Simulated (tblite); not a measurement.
Species: C₅H₁₀F₃NSi.
Geometry (GFN2-xTB, Å), atoms numbered from 1 in this order:
```
atom  x, y, z in Å
C1    -2.383    0.568   -0.472
C2    -0.975    0.395    0.080
C3     0.042    0.163   -1.044
C4     1.251   -0.588   -0.481
C5     2.234    0.364    0.210
F6     3.297   -0.306    0.694
F7     1.707    1.023    1.249
F8     2.725    1.293   -0.627
N9     0.748   -1.565    0.441
Si10  -0.709   -1.097    1.240
H11   -2.425    1.402   -1.173
H12   -3.083    0.766    0.336
H13   -2.708   -0.331   -0.991
H14   -0.711    1.315    0.609
H15   -0.412   -0.476   -1.803
H16    0.353    1.093   -1.523
H17    1.832   -1.065   -1.283
H18    1.447   -2.174    0.832
H19   -0.569   -0.687    2.637
H20   -1.665   -2.190    1.067
```

Calculated harmonic vibrations of the isolated species, GFN2-xTB (tblite), most abundant isotopes, no scaling. Against measured fundamentals such values can be off by several per cent, at times by over 20. Modes of hydrogen on silicon can be 10 to 20 % off. One conformer, not necessarily the lowest.

Harmonic wavenumbers (cm⁻¹): 44.2, 68.7, 101.2, 188.4, 229.4, 241.1, 254.7, 304.7, 334.5, 375.6, 418.0, 466.0, 478.7, 502.8, 528.1, 549.5, 575.9, 651.9, 679.0, 733.5, 772.5, 795.4, 848.7, 921.4, 942.9, 1016.5, 1022.8, 1047.6, 1069.4, 1111.6, 1126.2, 1142.7, 1160.2, 1184.4, 1242.5, 1274.5, 1293.2, 1300.1, 1327.9, 1339.9, 1417.7, 1479.3, 1507.2, 1509.1, 2261.1, 2284.1, 2884.5, 2955.6, 2980.5, 2990.6, 3007.1, 3029.9, 3039.6, 3485.2.

A = 1963, B = 836.9, C = 719.5 MHz; mass 169.053 u (most abundant isotopes); point group C1, symmetry number 1.

**Question.** Zero-point energy?

**Answer.** ½Σν̃ = 32249 cm⁻¹ = 385.78 kJ/mol.

**Question.** What is S at 298.15 K and 1 bar for an ideal gas of classical rigid rotors and harmonic oscillators?

**Answer.** Translation 172.84, rotation 125.47, vibration 130.80: S = 429.1 J/(mol K).

**Question.** And Cp and H(298.15 K) − H(0)?

**Answer.** Cp = 183.04 J/(mol K), of which vibrations give 149.78 (their classical limit is 54 R = 449.0); H(298.15 K) − H(0) = 31.33 kJ/mol without the zero-point energy, 21.41 from vibrations.

**Question.** How do the functions run with temperature in this model?

**Answer.** 
```
T (K)  S (J/(mol K))  Cp (J/(mol K))  H − H(0) (kJ/mol)  G − H(0) (kJ/mol)  ln q(vib)
  150          332.9           105.0               9.92             -40.01       2.95
  250          399.1           158.3              23.10             -76.67       5.71
  400          489.7           230.5              52.45            -143.43      10.07
  600          597.3           299.6             105.97            -252.39      15.92
  900          731.8           362.1             206.12            -452.47      24.17
```

q(vib) and H(0) count from the zero-point level.

**Question.** Blend soft modes into free rotors: weight 1/[1 + (100 cm⁻¹/ν̃)⁴] for the oscillator and the rest for a rotor with moment μB/(μ + B), μ = h/(8π²ν), B = 10⁻⁴⁴ kg m². What vibrational entropy results?

**Answer.** 120.81 J/(mol K) in place of 130.80, which changes −T·S at 298.15 K by +2.98 kJ/mol.

Hindered rotation and anharmonicity are outside this model. Other conformers, if any are populated, would add a mixing term that is left out. The structure is chiral; the term R ln 2 for an equal mix with its mirror image is left out.
